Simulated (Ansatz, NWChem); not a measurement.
**Worked example: the enthalpy of C2H4Br2 → C2H3Br + HBr**

Gas-phase species: C2H4Br2 (1,2-dibromoethane) `BrCCBr`, singlet; C2H3Br (vinyl bromide) `C=CBr`, singlet; HBr (hydrogen bromide), singlet. This is a balance of energies; it says nothing on the path, which may need atoms to shift.

Shapes, held fixed at every level: PBE0-D4/def2-TZVP. Flexible molecules stand in one conformer, not always the lowest. Programs: Ansatz 0.2.0, NWChem 7.3.0. A level may come from different programs for different species; with the same settings they agree closely. The zero-point and thermal terms to 298 K, harmonic and unscaled (PBE0-D4/def2-TZVP), stand in the table.

At HF/def2-SVP; 1 Eh = 2625.50 kJ/mol:

```
species   energy (Eh)  H(298 K) − E (kJ/mol)  tabulated ΔfH (kJ/mol)
C2H4Br2  -5222.209422                  166.1                   -37.6
 C2H3Br  -2649.494317                  122.9                   +73.7
    HBr  -2572.684928                   24.6                   -35.9
```

Task: Work out the reaction enthalpy at 298 K from the calculation and from the table of heats.

Result: 
1. Electronic: (-2649.494317) + (-2572.684928) − [(-5222.209422)] = 0.030177 Eh = +79.2 kJ/mol.
2. Zero-point and thermal: (122.9) + (24.6) − [(166.1)] = -18.6 kJ/mol.
3. Computed ΔH = +60.6 kJ/mol.
4. From the heats of formation (Active Thermochemical Tables): (73.7) + (-35.9) − [(-37.6)] = +75.4 kJ/mol.
5. Computed less tabulated: -14.8 kJ/mol. Tabulated heats carry uncertainties of their own.

Relativity is left out for Br.
